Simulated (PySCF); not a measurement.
C₆H₁₀OSi₂.
Cartesian coordinates in Å at the PBE0-D3(BJ)/def2-SVP level; atoms count from 1:
```xyz
19
C6H10OSi2 angstrom
Si     3.6314   -0.9341    0.1966
O      2.3278   -0.0197    0.6460
Si     1.4428    1.3739    0.4914
C     -0.3420    0.8990    0.1998
C     -0.7200   -0.4493    0.1442
C     -2.0497   -0.8084   -0.0739
C     -3.0210    0.1775   -0.2381
C     -2.6607    1.5244   -0.1835
C     -1.3315    1.8795    0.0346
H      4.4461   -0.2120   -0.8277
H      3.1506   -2.2251   -0.3776
H      4.4775   -1.2153    1.3924
H      1.5809    2.1834    1.7391
H      1.9719    2.1835   -0.6510
H      0.0390   -1.2253    0.2755
H     -2.3292   -1.8642   -0.1153
H     -4.0633   -0.1032   -0.4088
H     -3.4198    2.3000   -0.3111
H     -1.0661    2.9412    0.0747
```

Probes without a nucleus sit at each ring's centroid and 1 Å off its mean plane on both sides; NICS is minus the shielding there, NICSzz its component along the normal. Level: GIAO PBE0/pcSseg-1 (PySCF, non-relativistic, gas phase) on the PBE0-D3(BJ)/def2-SVP geometry, one conformer.

Ring bond lengths (Å), with Mayer bond orders in brackets: C4–C5 1.401 (1.42), C5–C6 1.395 (1.43), C6–C7 1.394 (1.43), C7–C8 1.395 (1.42), C8–C9 1.393 (1.45), C9–C4 1.403 (1.40).

What do the NICS probes read (ppm)?

```
             ring                                              type  NICS(0)  NICS(1), two faces  NICS(1)zz, two faces  rms pucker (Å)  centre to ring atoms, mean (Å)
C4–C5–C6–C7–C8–C9  6-membered carbocycle; formal bonds all aromatic     -8.0       -11.3 / -11.3         -28.7 / -28.6            0.00                            1.40
```

What do they say, and how far can they be read as aromaticity?

- C4–C5–C6–C7–C8–C9: mean NICS(1)zz -28.6 ppm, shielded. For a flat ring without four-coordinate atoms the NICS criterion counts such a value as aromatic.

What does the geometric index give? HOMA takes Krygowski's 1993 parameters.

- C4–C5–C6–C7–C8–C9: HOMA 0.98 = 1 − EN − GEO, with mean bond length 1.397 Å, EN = α(Ropt − mean)² = 0.020 and GEO = α × variance = 0.004. The geometric and the magnetic index point the same way.

List the ring angles and the Hirshfeld charges of the ring atoms.

- C4–C5–C6–C7–C8–C9: C4 118.5° (-0.102 e), C5 120.7° (-0.045 e), C6 120.0° (-0.048 e), C7 119.9° (-0.044 e), C8 119.9° (-0.048 e), C9 120.9° (-0.046 e); sum 720.0° against 720° for a flat convex ring.

What are the shieldings of the ring atoms and their hydrogens in the same run (means over atoms taken as equivalent)?

```csv
atoms,environment,σ isotropic (ppm)
C4,substituted aromatic carbon,47.2
C5 (×2),aromatic CH carbon,45.8
C6 (×2),aromatic CH carbon,50.8
C7,aromatic CH carbon,48.7
H15 (×2),aromatic hydrogen,23.57
H16 (×2),aromatic hydrogen,23.73
H17,aromatic hydrogen,23.76
```

How do the values depend on the level or the medium?

```json
{"level": "PBE0/pcSseg-1, gas", "NICS(0), C4–C5–C6–C7–C8–C9": "-8.0", "mean NICS(1)zz, C4–C5–C6–C7–C8–C9": "-28.6"}
{"level": "mPW1PW91/pcSseg-1, gas", "NICS(0), C4–C5–C6–C7–C8–C9": "-8.1", "mean NICS(1)zz, C4–C5–C6–C7–C8–C9": "-28.6"}
{"level": "PBE0/pcSseg-1, IEF-PCM benzene", "NICS(0), C4–C5–C6–C7–C8–C9": "-7.9", "mean NICS(1)zz, C4–C5–C6–C7–C8–C9": "-28.7"}
{"level": "PBE0/pcSseg-1, IEF-PCM dimethylsulfoxide", "NICS(0), C4–C5–C6–C7–C8–C9": "-7.8", "mean NICS(1)zz, C4–C5–C6–C7–C8–C9": "-28.7"}
```

The geometry is the same throughout; the continuum's cavity takes Bondi-type radii × 1.2.
